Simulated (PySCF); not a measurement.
# Working with the constants of AsP⁺

UHF-CCSD(T) constants of AsP⁺, ²Π (doublet), unpaired electrons π ↑ (basis As x2c-SVPall, P x2c-SVPall; spin-free X2C with a Gaussian nucleus; PySCF 2.14; masses 74.9216 and 30.9738 u):

```
ωe              : 513.9 cm⁻¹
ωexe            : 2.17 cm⁻¹
Be              : 0.17148 cm⁻¹
αe              : 0.000810 cm⁻¹
D (centrifugal) : 7.64e-08 cm⁻¹
De to As⁺ + P   : 3.48 eV
```

Q: Give the vibrational terms G(v) and spacings up to v = 6.

A: G(v) = ωe(v+½) − ωexe(v+½)².

```tsv
v	G(v) (cm⁻¹)	G(v) − G(v−1)	Bv (cm⁻¹)
0	256.4		0.1711
1	766.0	509.6	0.1703
2	1271.2	505.2	0.1695
3	1772.1	500.9	0.1686
4	2268.6	496.5	0.1678
5	2760.8	492.2	0.1670
6	3248.7	487.9	0.1662
```

Q: How well does the Morse estimate ωe²/(4ωexe) reproduce De, and what is D0?

A: It gives 3.77 eV, 108 % of the computed De. D0 = De − G(0) = 3.48 − 0.03 = 3.45 eV.

Correlated steps freeze 14 core orbitals. Correlated levels converge slowly with the basis: in double zeta they bind strong bonds too weakly, by up to about 1 eV, and carry superposition errors of some tenths. Spin–orbit coupling is left out. For an ion De counts to the pair picked by the measured ionisation energies or electron affinities, which need not be the lowest pair at this level. The state was picked by a PBE0 search and need not be the measured ground state.
